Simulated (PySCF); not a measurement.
VF5, SMILES [F][V]([F])([F])([F])[F], multiplicity 1.

Geometry optimised at ωB97X-D3(BJ)/def2-SVP. The multiplicity is an assumed one; no other spin state was optimised. The isomer is the one that the SMILES or the coordinates give; other isomers of the formula were not compared.

All values below come from PBE/def2-TZVP in PySCF.

Isolated molecule, no solvent.

Estimate the frontier levels, gap, dipole moment and polarisability. (An estimate is asked for; the answer gives what the named calculation found.)


| Property | Value |
|---|---|
| highest occupied level | -10.17 eV |
| lowest empty level | -6.16 eV |
| orbital gap | 4.01 eV |
| dipole moment | 0.000 e·Å |
| quadrupole, principal values (traceless, Buckingham form, about the centre of nuclear charge) | -3.55, 1.78, 1.78 D·Å |
| mean static polarisability | 38.6 bohr³ (5.73 Å³) |
| polarisability, principal values | 35.9, 35.9, 44.1 bohr³ |
